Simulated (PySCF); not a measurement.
H2O5Os, multiplicity 1. Atoms are numbered in the order given.

```xyz
8

Os     0.0000     0.0000    -0.0284
O     -1.6045    -0.1730     0.5792
O      1.6045     0.1730     0.5792
O      0.0000     0.0000    -1.7292
O      0.2424    -1.8767     0.3620
H     -0.6066    -2.3383     0.4655
O     -0.2424     1.8767     0.3620
H      0.6066     2.3383     0.4655
```
Charge 0, spin multiplicity 1.

Coordinates come from a B3LYP-D3(BJ)/def2-SVP optimisation. The spin state was assumed, not searched. The def2 effective core potentials stand for the cores of Os; spin–orbit coupling is left out. Other conformers were not sampled.

The numbers are results of PySCF with PBE/def2-TZVP, not measurements.

Atomic charges (e):

```csv
atom,Mulliken,Löwdin
Os1,1.33,0.93
O2,-0.35,-0.24
O3,-0.35,-0.24
O4,-0.32,-0.23
O5,-0.49,-0.27
H6,0.33,0.17
O7,-0.49,-0.27
H8,0.33,0.17
```
